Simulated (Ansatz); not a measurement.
Molecular dynamics of CH₇BO₃

Input file:

```yaml
crystal:
  periodic: [false, false, false]
  atoms:
    - { symbol: B, position_ang: [-0.060295, -0.637633, 0.321202] }
    - { symbol: O, position_ang: [1.459611, -0.623512, -0.221965] }
    - { symbol: O, position_ang: [-0.27258, -0.610593, 1.708608] }
    - { symbol: O, position_ang: [-0.766856, -1.573051, -0.457545] }
    - { symbol: H, position_ang: [0.967903, 0.374695, -0.552644] }
    - { symbol: C, position_ang: [-0.219552, 1.225618, -0.420832] }
    - { symbol: H, position_ang: [1.399666, -1.231612, -1.054475] }
    - { symbol: H, position_ang: [0.360934, 0.093547, 2.100463] }
    - { symbol: H, position_ang: [-1.600357, -1.824352, 0.083498] }
    - { symbol: H, position_ang: [0.156426, 2.03211, 0.235037] }
    - { symbol: H, position_ang: [-0.108333, 1.57131, -1.470645] }
    - { symbol: H, position_ang: [-1.316566, 1.203274, -0.270703] }
basis:
  gaussian: { orbitals: STO-3G }
hamiltonian:
  xc: pbe
  dispersion: d4
md:
  timestep: 0.5
  n_steps: 200
  ensemble: nve
  temperature: 100.0
  initial_velocities: maxwell_boltzmann
  seed: 9451
```

Command:

```bash
$ ansatz run input.yaml --threads 1 --pin off --max-ram 2048MiB --backend cpu --events-out ev --progress --plain --runs-dir out
```

It starts at the highest image of a converged band. Of that band: Neighbouring images differ by up to 2.6 eV, so the band resolves the path poorly. A vibrational analysis at the climbing image gives one clearly imaginary mode, 928i cm⁻¹: a first-order saddle point.

Output, in part (step lines, the closing report, with atoms numbered from 0):

```
md step     0: t =     0.00 fs  T =   100.0 K  F+E_penalty+E_count = -7853.08050030 eV  E_kin = 0.129260 eV  conserved = -7852.95124030 eV  (24 SCF iters)
md step     1: t =     0.50 fs  T =    97.9 K  F+E_penalty+E_count = -7853.07776387 eV  E_kin = 0.126578 eV  conserved = -7852.95118540 eV  (20 SCF iters)
md step     2: t =     1.00 fs  T =    92.1 K  F+E_penalty+E_count = -7853.07014040 eV  E_kin = 0.119100 eV  conserved = -7852.95104024 eV  (20 SCF iters)
md step     3: t =     1.50 fs  T =    84.4 K  F+E_penalty+E_count = -7853.05989738 eV  E_kin = 0.109036 eV  conserved = -7852.95086155 eV  (20 SCF iters)
md step     4: t =     2.00 fs  T =    76.7 K  F+E_penalty+E_count = -7853.04982341 eV  E_kin = 0.099105 eV  conserved = -7852.95071867 eV  (21 SCF iters)
md step     5: t =     2.50 fs  T =    70.8 K  F+E_penalty+E_count = -7853.04215289 eV  E_kin = 0.091490 eV  conserved = -7852.95066255 eV  (20 SCF iters)
md step     6: t =     3.00 fs  T =    67.4 K  F+E_penalty+E_count = -7853.03777152 eV  E_kin = 0.087067 eV  conserved = -7852.95070457 eV  (21 SCF iters)
md step     7: t =     3.50 fs  T =    65.9 K  F+E_penalty+E_count = -7853.03604393 eV  E_kin = 0.085232 eV  conserved = -7852.95081179 eV  (21 SCF iters)
[... lines left out ...]
Total energy: -7855.03890199 eV, -288.6673553117 hartree
Atom 0 at     0.261241    -1.751517     0.699466 Å, force    -0.399139     2.699458    -2.638480 eV/Å
Atom 1 at     1.546991    -1.527820     0.057284 Å, force    -0.520628    -0.629272     1.638983 eV/Å
Atom 2 at    -0.230718    -0.878102     1.721317 Å, force     0.345220    -1.243798    -0.158092 eV/Å
Atom 3 at    -0.737047    -2.171432    -0.249776 Å, force     0.598908    -0.529905     0.955296 eV/Å
Atom 4 at    -0.705925     4.967325    -1.029193 Å, force     0.048422    -1.087574    -0.080787 eV/Å
Atom 5 at    -0.574614     3.864119    -1.237689 Å, force     0.600435     1.105453     0.480769 eV/Å
Atom 6 at     1.594743    -2.120435    -0.788249 Å, force    -0.451819    -0.005396     0.279296 eV/Å
Atom 7 at     0.525820    -0.504336     2.310142 Å, force     0.250320    -0.233408    -0.298166 eV/Å
Atom 8 at    -1.662650    -2.006447     0.174273 Å, force     0.176752    -0.053878     0.220245 eV/Å
Atom 9 at    -0.160599     3.350423    -0.352185 Å, force     0.630804     0.321629    -0.151613 eV/Å
Atom 10 at    -1.532758     3.384276    -1.355375 Å, force    -1.074926    -0.131786    -0.684204 eV/Å
Atom 11 at     0.059161     3.750791    -2.143736 Å, force    -0.204350    -0.211522     0.436752 eV/Å
Dipole moment:    -0.001296    -0.094410     0.136867 e Å
```

The steps, from the saved trajectory:

```csv
time (fs),T (K),potential energy less start (eV),conserved less start (meV/atom)
0.0,100,0.000,0.00
3.0,67,0.043,0.04
6.0,54,0.060,0.04
9.0,83,0.023,0.02
12.0,121,-0.026,0.07
15.0,299,-0.257,0.07
18.0,653,-0.716,-0.08
21.0,1167,-1.381,-0.17
24.0,1492,-1.799,0.01
27.0,1791,-2.188,-0.18
30.0,1779,-2.171,-0.01
33.0,1604,-1.944,-0.03
36.0,1369,-1.640,-0.01
39.0,1258,-1.495,0.11
42.0,1405,-1.688,-0.05
45.0,1570,-1.900,0.00
48.0,1795,-2.191,-0.04
51.0,1966,-2.413,-0.07
54.0,2040,-2.509,-0.08
57.0,1913,-2.344,-0.06
60.0,1664,-2.023,-0.10
63.0,1391,-1.668,-0.02
66.0,1244,-1.478,0.04
69.0,1352,-1.619,-0.04
72.0,1569,-1.898,0.06
75.0,1886,-2.310,-0.12
78.0,1947,-2.388,-0.03
81.0,1888,-2.312,0.01
84.0,1893,-2.319,-0.18
87.0,1654,-2.008,0.05
90.0,1491,-1.800,-0.15
93.0,1257,-1.495,0.02
96.0,1255,-1.493,0.05
99.0,1518,-1.834,-0.12
```

The run went to its last step. The conserved energy stayed within 0.23 meV per atom of its start (net change -0.16 meV per atom), so the integration is sound. The system heated up, since it started high on the potential surface and ran downhill. A run of 0.1 ps of so small a system gives no equilibrium averages. The orbitals stay closed-shell, which can raise the energy where a bond breaks towards radicals; this wasn't checked here. Limits of this set-up: minimal basis.

The step under study would form B1–C6, O2–H5 and break B1–O2, H5–C6. These pairs go: B1–C6 2.01 → 6.00 Å, O2–H5 1.16 → 6.96 Å, B1–O2 1.61 → 1.45 Å, H5–C6 1.47 → 1.13 Å. In the last frame they stand as before the step (other bonds may differ from the relaxed reactants and products). It ends as BH3O3 + CH4. Pairs count as bonded within 1.25 times the sum of covalent radii (0.12 Å more for H–H).

Last frame:

```xyz
12
Properties=species:S:1:pos:R:3
B 0.261 -1.752 0.700
O 1.547 -1.528 0.057
O -0.231 -0.878 1.721
O -0.737 -2.171 -0.250
H -0.706 4.967 -1.029
C -0.575 3.864 -1.238
H 1.595 -2.120 -0.788
H 0.526 -0.504 2.310
H -1.663 -2.006 0.174
H -0.161 3.350 -0.352
H -1.533 3.384 -1.355
H 0.059 3.751 -2.144
```

Time of the run: 7.1 min on 1 thread of Intel(R) Xeon(R) Platinum 8259CL CPU @ 2.50GHz (Skylake/Cascade Lake) (shared host), peak memory 0.11 GiB.
